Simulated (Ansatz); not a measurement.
Reaction (atomization): `[AlH2][NH][SiH2]Cl` → Al• + Cl• + 5 H• + N• + Si•

Program: Ansatz. Geometries: PBE0-D4/def2-TZVP. ΔE: electronic, gas phase. CCSD(T)/CBS is the MP2 limit (def2-TZVPP, def2-QZVPP) plus CCSD(T) − MP2 in def2-TZVPP, frozen cores. This one scheme is used for every species, atoms too. Functionals use def2-TZVPP. HSE06 is defined as in plane-wave codes. No spin–orbit coupling; open shells (•) take unrestricted orbitals. Spin–orbit coupling would lower the free atoms: a little for Al, Cl, Si. Each species was taken in one conformer, which may not be the lowest.

**Question.** What is ΔE at CCSD(T)/CBS? (An estimate is asked.)

**Answer.** Computed: +666.7 kcal/mol.

**Question.** What do these levels give: PBE-D4, revPBE-D4, B97M-V, r2SCANh-D4, HSE06-D4, PBE-QIDH, PBE, r2SCAN0, MP2/def2-SVP, CCSD(T)/def2-TZVPP, HF/def2-QZVPP, MP2/CBS(def2)? (Best estimate.)

**Answer.** The calculation gave: PBE-D4 660.5, revPBE-D4 648.2, B97M-V 673.1, r2SCANh-D4 659.8, HSE06-D4 655.3, PBE-QIDH 654.9, PBE 655.6, r2SCAN0 653.8, MP2/def2-SVP 616.0, CCSD(T)/def2-TZVPP 645.4, HF/def2-QZVPP 490.9, MP2/CBS(def2) 672.9 kcal/mol.

Largest T1 diagnostic among the species: 0.018.

From BLYP to BHLYP (50 % exact exchange), in def2-TZVPP and without D4, ΔE moves by −1.9 kcal/mol: exact exchange takes away binding that semilocal exchange gives to molecules. Leaving LDA and LC-ωPBE aside and taking each functional with its dispersion term where it has one, the values spread over 24.9 kcal/mol, from revPBE-D4 to B97M-V. LDA lies +82.0 kcal/mol from PBE without D4, its usual overbinding. The D4 term adds +8.1 kcal/mol with B3LYP and +4.2 kcal/mol with PBE0; it sums over pairs of atoms, weighted by their polarisabilities, and B3LYP, whose exchange is more repulsive, gets the larger term.

B3LYP here is the variant with VWN-RPA as its local correlation; programs differ in this.

For atomizations the MP2-based limit and the directly extrapolated one differ by several kJ/mol either way, and by 10 to 25 for some Ge, Se and Sn compounds, so smaller differences from it don't rank the levels.
